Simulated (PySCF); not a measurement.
Isomers C4H9O2PSi:

A. `C(C=C)C(=O)O[SiH2]P`
B. `CC(=O)/C=C\O[SiH2]P`
C. SMILES O=CO[Si@H](P)C1CC1
D. `CO[C@@H]1C(=O)C[Si@@H]1P`

Spectrum 1. ¹H NMR (400 MHz, computed): δ 6.73 (m, 1H), 5.73 (m, 2H), 5.54 (d, 1H), 2.10 (s, 3H), 1.09 (m, 2H). ¹³C{¹H} NMR (computed): δ 195.8 (C), 155.8 (CH), 113.3 (CH), 34.3 (CH3).

Spectrum 2. ¹H NMR (400 MHz, computed): δ 7.96 (m, 1H), 5.96 (m, 1H), 1.61 (m, 2H), 0.79 (m, 1H), 0.75 (m, 1H), 0.71 (m, 1H), 0.46 (m, 1H), -0.27 (m, 1H). ¹³C{¹H} NMR (computed): δ 166.3 (CH), 4.8 (CH2), 3.1 (CH2), 0.0 (CH).

Spectrum 3. ¹H NMR (400 MHz, computed): δ 4.73 (m, 1H), 3.99 (m, 1H), 3.54 (s, 3H), 3.21 (m, 1H), 2.54 (m, 1H), 1.46 (m, 2H). ¹³C{¹H} NMR (computed): δ 205.9 (C), 94.3 (CH), 62.6 (CH3), 43.5 (CH2).

Spectrum 4. ¹H NMR (400 MHz, computed): δ 6.32 (m, 1H), 5.53 (m, 1H), 5.49 (m, 2H), 5.47 (m, 1H), 3.07 (d, 2H), 1.56 (m, 2H). ¹³C{¹H} NMR (computed): δ 177.7 (C), 140.4 (CH), 125.1 (CH2), 48.9 (CH2).

[PySCF 2.14: geometry from GFN2-xTB; shielding tensors at PBE0/pcSseg-1 (GIAO); no solvent; one averaged value for each set of equivalent atoms; non-relativistic Hamiltonian; a single conformation]

Scale: ¹H and ¹³C vs TMS (reference shieldings calculated alike). Splittings of carbon signals by F and P are missing where no couplings were computed. Where no couplings were computed, multiplicities follow the n + 1 count of equivalent neighbours, and m marks all less simple cases (inequivalent or close neighbours, rings, F or P nearby). Shifts are as computed. Against solution values, carbons near 30 ppm lie about +3 ppm off and those near 130 ppm about +5 ppm. Of 1309 compounds with measured shifts, 239 miss one by over three times the rms of a fit or turn the order of signals round; such compounds aren't used in these exercises.

Match each spectrum to its structure.

## Answers

1–B, 2–C, 3–D, 4–A.

- Spectrum 1 (B): 4 ¹³C signals; δC 195.8 is a ketone carbonyl carbon; δC 155.8 is an alkene carbon bearing oxygen.
- Spectrum 2 (C): 4 ¹³C signals; δC 4.8 is a three-membered-ring carbon; δC 3.1 is a three-membered-ring carbon.
- Spectrum 3 (D): 4 ¹³C signals; δC 205.9 is a ketone carbonyl carbon; δC 94.3 is an sp3 CH bonded to O and Si, α to a carbonyl.
- Spectrum 4 (A): 4 ¹³C signals; δC 140.4 is an alkene CH; δC 125.1 is a terminal =CH2 carbon.
